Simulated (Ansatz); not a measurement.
Input for Ansatz (a first-principles code): R-r2SCAN/def2-TZVPPD on aminoborane (SMILES BN) with ghost functions, monomers drawn apart or pushed together. Files ending in .json are basis or fitting sets from the Basis Set Exchange.

Ansatz 0.2 input:
```yaml
crystal:
  periodic: [false, false, false]
  atoms:
    - {symbol: B, position_ang: [-0.78388361, 0.35517790, -0.29068245]}
    - {symbol: N, position_ang: [0.43002975, -0.19947620, 0.07791599]}
    - {symbol: H, position_ang: [-1.08857184, 0.40512841, -1.44202996]}
    - {symbol: H, position_ang: [-1.50935764, 0.78107427, 0.56006377]}
    - {symbol: H, position_ang: [0.73146079, -0.26955490, 1.03818603]}
    - {symbol: H, position_ang: [1.08551818, -0.57989317, -0.58494941]}
basis:
  gaussian:
    orbitals: def2-TZVPPD.json
    ghost_atoms:
      - {symbol: B, position_ang: [0.22529936, -0.69938641, 3.74938237]}
      - {symbol: N, position_ang: [-0.03695941, 0.46333052, 3.03569413]}
      - {symbol: H, position_ang: [-0.48575239, -1.64380463, 3.59553337]}
      - {symbol: H, position_ang: [1.16491534, -0.72807465, 4.48334074]}
      - {symbol: H, position_ang: [0.50598353, 1.30600818, 3.13597714]}
      - {symbol: H, position_ang: [-0.82687281, 0.57307981, 2.41808919]}
hamiltonian:
  xc: {name: r2SCAN}
scf: {lower_state_search: off}
```

### Question
Give the final energy of this run.

### Answer
-82.0174 hartree.
